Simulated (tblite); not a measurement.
Compound: C4H9AsSi.
SMILES with atom numbers: `[CH3:1][C:2]#[C:3][SiH2:4][AsH:5][CH3:6]` (hydrogens: H7, H8, H9 on C1; H10, H11 on Si4; H12 on As5; H13, H14, H15 on C6)

Computed with GFN2-xTB (tblite), gas phase: L-BFGS steps from a force-field or distance-geometry start until the largest atomic force falls under 0.01 eV/Å.

The end geometry, which sets the zero of energy:
```
atom  x, y, z in Å
C1      2.9095    0.5779    0.3064
C2      1.7465    0.0562   -0.3781
C3      0.7949   -0.3874   -0.9716
Si4    -0.7477   -1.0401   -1.7552
As5    -2.5458   -1.0379   -0.2617
C6     -2.1835    0.7467    0.5075
H7      3.7546    0.6298   -0.3802
H8      2.7032    1.5781    0.6888
H9      3.1722   -0.0717    1.1417
H10    -1.0348   -0.1609   -2.9058
H11    -0.4414   -2.3903   -2.2556
H12    -1.7545   -1.7836    0.7856
H13    -2.7597    0.8911    1.4218
H14    -2.4909    1.5140   -0.2039
H15    -1.1272    0.8862    0.7327
```

Question: These geometries come from the run, each turned onto the end geometry. Order them by energy, lowest first.
A.
```
atom  x, y, z in Å
C1      3.4664    0.3904    0.1835
C2      2.1906   -0.0102   -0.3945
C3      1.1294   -0.3301   -0.8857
Si4    -0.5502   -0.8453   -1.5305
As5    -2.5397   -1.0660   -0.2508
C6     -2.9218    0.7490    0.4562
H7      4.2343    0.4163   -0.5991
H8      3.3866    1.3871    0.6361
H9      3.7559   -0.3171    0.9709
H10    -0.7884    0.0588   -2.6675
H11    -0.3238   -2.1771   -2.1369
H12    -1.8451   -1.5939    0.9657
H13    -3.2923    0.7126    1.4774
H14    -3.7404    1.1013   -0.1688
H15    -2.1663    1.5323    0.4163
```
B.
```
atom  x, y, z in Å
C1      2.9257    0.5231    0.3331
C2      1.7671    0.0228   -0.3740
C3      0.8175   -0.3960   -0.9881
Si4    -0.7459   -1.0198   -1.7532
As5    -2.4530   -1.1106   -0.1575
C6     -2.2484    0.7581    0.4551
H7      3.7800    0.5844   -0.3410
H8      2.7190    1.5171    0.7308
H9      3.1738   -0.1442    1.1591
H10    -1.0951   -0.0760   -2.8332
H11    -0.4556   -2.3362   -2.3433
H12    -1.5197   -1.6843    0.8807
H13    -2.7193    0.8954    1.4286
H14    -2.7484    1.4215   -0.2520
H15    -1.2023    1.0529    0.5273
```
C.
```
atom  x, y, z in Å
C1      3.3535    0.3748    0.1955
C2      2.0351    0.0189   -0.2752
C3      0.9504   -0.2667   -0.7156
Si4    -0.6071   -0.8260   -1.5403
As5    -2.4839   -1.1492   -0.1854
C6     -2.8331    0.7116    0.3746
H7      4.0432    0.3499   -0.6490
H8      3.3326    1.3776    0.6210
H9      3.6907   -0.3395    0.9461
H10    -0.8246    0.1597   -2.6227
H11    -0.2581   -2.1255   -2.1478
H12    -1.6191   -1.4623    1.0061
H13    -3.2586    0.7011    1.3777
H14    -3.5805    1.1421   -0.2922
H15    -1.9449    1.3415    0.3796
```
D.
```
atom  x, y, z in Å
C1      3.0553    0.4506    0.3034
C2      1.8462    0.0460   -0.3810
C3      0.8571   -0.3053   -0.9746
Si4    -0.7131   -0.9495   -1.7059
As5    -2.3838   -1.1688   -0.0834
C6     -2.4496    0.7410    0.4247
H7      3.8895    0.4786   -0.3985
H8      2.9307    1.4401    0.7445
H9      3.2836   -0.2639    1.0956
H10    -1.1254   -0.0033   -2.7611
H11    -0.3835   -2.2474   -2.3180
H12    -1.3755   -1.5461    0.9746
H13    -2.9940    0.8660    1.3614
H14    -2.9859    1.2963   -0.3465
H15    -1.4562    1.1738    0.5370
```
E.
```
atom  x, y, z in Å
C1      3.2394    0.3972    0.2453
C2      1.9823    0.0085   -0.3550
C3      0.9407   -0.3214   -0.8652
Si4    -0.6713   -0.8677   -1.5880
As5    -2.3745   -1.2268   -0.0218
C6     -2.6843    0.6900    0.3587
H7      4.0256    0.4139   -0.5094
H8      3.1502    1.3898    0.6870
H9      3.5119   -0.3158    1.0238
H10    -1.0757    0.1845   -2.5357
H11    -0.3802   -2.0916   -2.3490
H12    -1.4042   -1.4322    1.1159
H13    -3.3076    0.8155    1.2436
H14    -3.2086    1.1400   -0.4853
H15    -1.7482    1.2242    0.5076
```

Answer: B (0.004 eV), D (0.012 eV), E (0.022 eV), C (0.071 eV), A (0.216 eV).

In the order of the answer:

```csv
step,E above end (eV),largest force (eV/Å),rms force component (eV/Å),rms distance from end (Å),rms bond change (Å),bond most changed (Å)
122,0.004,0.01,0.005,0.144,0.000,Si4–As5 +0.001
105,0.012,0.03,0.011,0.295,0.001,Si4–As5 +0.002
61,0.022,0.07,0.022,0.490,0.002,Si4–As5 +0.004
29,0.071,0.12,0.042,0.589,0.002,As5–H12 -0.004
9,0.216,0.46,0.157,0.663,0.014,Si4–As5 +0.038
```

What follows is the cost of the whole relaxation. Hardware: one thread, Arm Neoverse N1 (aarch64), shared host. Cost: 1.6 s.
